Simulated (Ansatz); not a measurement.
CH8AlNOSi can be A, `[NH2][AlH][O]C[SiH3]`, or B, `NCO[SiH2][AlH2]`.

Gas-phase electronic energies from Ansatz, PBE0-D4/def2-TZVP geometries. CCSD(T)/CBS is the MP2 limit (def2-TZVPP, def2-QZVPP) plus CCSD(T) − MP2 in def2-TZVPP, frozen cores. DFT in def2-TZVPP. B3LYP here is the variant with VWN-RPA as its local correlation; programs differ in this. Each species was taken in one conformer, which may not be the lowest.

(1) Which isomer does CCSD(T)/CBS put lower? Give the gap. (An estimate is asked.)

(2) Give E(B) − E(A) in kJ/mol with CCSD/def2-TZVPP, CCSD(T)/def2-TZVPP, PBE-D4, HF/def2-TZVPP, B3LYP-D4, B2PLYP, ωB97M-V. (Best estimate.)

(3) Does the order hold for the free energy at 298.15 K (harmonic terms from PBE0-D4)? (Best estimate.)

Largest T1 diagnostic: 0.012.

## Answers

(1) The calculation gave: A, by 181.4 kJ/mol.

(2) The calculation gave: CCSD/def2-TZVPP 178.6, CCSD(T)/def2-TZVPP 178.3, PBE-D4 162.0, HF/def2-TZVPP 173.5, B3LYP-D4 180.6, B2PLYP 184.1, ωB97M-V 183.8. None reverses the order clearly.

(3) Computed: Yes: G(B) − G(A) = +184.5 kJ/mol, for one conformer each. Modes under 60 cm⁻¹, often nearly free rotors, make the harmonic entropy too high.

In def2-TZVPP, CCSD(T) changes the Hartree–Fock value by +4.8 kJ/mol (the triples alone add −0.4 kJ/mol) and MP2 by +17.6 kJ/mol. Leaving LDA and LC-ωPBE aside and taking each functional with its dispersion term where it has one, the values, not all of them listed here, spread over 23.5 kJ/mol, from revPBE-D4 to B2PLYP.
